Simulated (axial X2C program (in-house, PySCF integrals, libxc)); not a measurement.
# Potential curves of LiFe⁺, scalar-relativistic

All values were computed with an axial X2C code built on PySCF integrals. Spin-free means the one-electron spin-free X2C Hamiltonian. Basis: Fe dyall-cv3z [9s10p6d3f2g], Li dyall-cv3z [7s8p2d] (cores contracted in-house); Gaussian nuclei, density fitting, unrestricted open shells. Masses: Fe 55.935 u, Li 7.016 u.

State: M_S = 2, Λ = 0 (beyond evenly filled blocks: π+α, π-α, δ+α, δ-α). Energies in cm⁻¹ from the fragments at the same level (Fe + Li+). Fits are polynomials in 1 − R0/R over 0.85 to 1.23 times the lowest point R0.

```csv
R (Å),PBE0,CCSD(T),M06,CCSD
2.4404,-5931,,-1900,
2.5526,-6606,-5475,-2625,-5510
2.6367,-6900,-5796,-2973,-5838
2.7208,-7052,-5970,-3188,-6020
2.8050,-7094,-6027,-3301,-6084
2.9032,-7032,-5977,-3329,-6041
3.0014,-6881,-5833,-3270,-5903
3.1276,-6595,-5549,-3103,-5627
3.2818,-6154,,-2805,
3.5063,-5428,,-2269,
```

Correlated methods: 8 electrons correlated (number of frozen shells: Fe 3 s, 2 p; Li 1 s), 226 virtual spin orbitals or spinors in MP2, 89 natural virtuals in coupled cluster.

One determinant describes the state; a PBE0 search over occupations chose it and may have missed a lower one. De is counted from the lowest determinant-based energies of the atoms at the same level, without counterpoise correction. Coupled cluster ran in a truncated set of natural virtual spinors; the MP2 energy of the rest was added. (T) has no such correction and the atoms are truncated less, which lowers De at CCSD(T) by a hundredth of an eV or more. PBE0 can misorder states that lie within some tenths of an eV, so this need not be the ground state of the molecule. The nearest other spin-free determinant of the search, M_S = 2, Λ = 1, lies 0.03 eV up at the distance of the search. Without a current term, density functionals place determinants with orbital angular momentum somewhat too high. The determinant is spin-polarised beyond a pure state at some levels (its spin-free form has ⟨S²⟩ too high), which makes Re and μ there less reliable. The T1 diagnostic is large, a sign of multireference character. Coupled cluster ran on the points near the minimum only. MP2 and coupled cluster on one determinant become unreliable at the stretched end.

Task: What are Re, ωe and De at the PBE0 level?

Result: At PBE0, spin-free: Re = 2.799 Å, ωe ≈ 261 cm⁻¹, De = 0.88 eV to Fe + Li+; Be follows as 0.345 cm⁻¹.

Task: Fit the CCSD(T) curve near its minimum: give the equilibrium distance, the harmonic wavenumber and the well depth.

Result: At CCSD(T), spin-free: Re = 2.811 Å, ωe ≈ 264 cm⁻¹, De = 0.75 eV to Fe + Li+; Be follows as 0.342 cm⁻¹.

Task: What are Re, ωe and De at the M06 level?

Result: At M06, spin-free: Re = 2.882 Å, ωe ≈ 226 cm⁻¹, De = 0.41 eV to Fe + Li+; Be follows as 0.326 cm⁻¹.

Task: What are Re, ωe and De at the CCSD level?

Result: At CCSD, spin-free: Re = 2.817 Å, ωe ≈ 262 cm⁻¹, De = 0.75 eV to Fe + Li+; Be follows as 0.341 cm⁻¹.
